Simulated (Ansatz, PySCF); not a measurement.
Spin states of Br4Mo (SMILES [Br][Mo]([Br])([Br])[Br]), each relaxed with B3LYP-D3(BJ)/def2-TZVP.
State 1 (charge 0, multiplicity 3):
```xyz
5

Mo    -0.011     0.006    -0.011
Br     1.842    -0.558    -1.416
Br     0.761     0.354     2.225
Br    -1.043     2.006    -0.819
Br    -1.603    -1.779    -0.037
```
State 2 (charge 0, multiplicity 1):
```xyz
5

Mo    -0.00857     0.00649    -0.01178
Br     1.78502    -0.65464    -1.43903
Br     0.71533     0.45741     2.21628
Br    -1.01699     2.04995    -0.71825
Br    -1.52857    -1.82946    -0.10454
```

Singlets are restricted, other states unrestricted; no spin–orbit coupling, no relativity up to Kr; see below for the cores. The largest T1 diagnostic is 0.018.

Correlated levels freeze the inner cores; with def2 sets outer-core shells near the valence are correlated too.

The values were computed with Ansatz (a first-principles code); PySCF for the dispersion terms. Values without a source in brackets are computed. In def2 rows elements past Kr take small-core potentials, without spin–orbit coupling.

```csv
level,energy of the multiplicity-1 state less that of the multiplicity-3 state (kcal/mol)
PBE-D4/def2-TZVPP,21.71
BLYP/def2-TZVPP,20.78
BLYP-D3(BJ)/def2-TZVPP,20.72
r2SCAN-D3(BJ)/def2-TZVPP,27.79
B97M-V/def2-TZVPP,27.09
B3LYP/def2-TZVPP,23.55
PBE0-D3(BJ)/def2-TZVPP,25.83
BHLYP/def2-TZVPP,___
B2PLYP/def2-TZVPP,___
```

Question: What belongs in the gaps?

Answer: 
- BHLYP/def2-TZVPP, energy of the multiplicity-1 state less that of the multiplicity-3 state (kcal/mol): 28.73
- B2PLYP/def2-TZVPP, energy of the multiplicity-1 state less that of the multiplicity-3 state (kcal/mol): 22.39

Doubts at one or more of the structures used: a restricted determinant that unrestricted orbitals would lower (B2PLYP/def2-TZVPP).
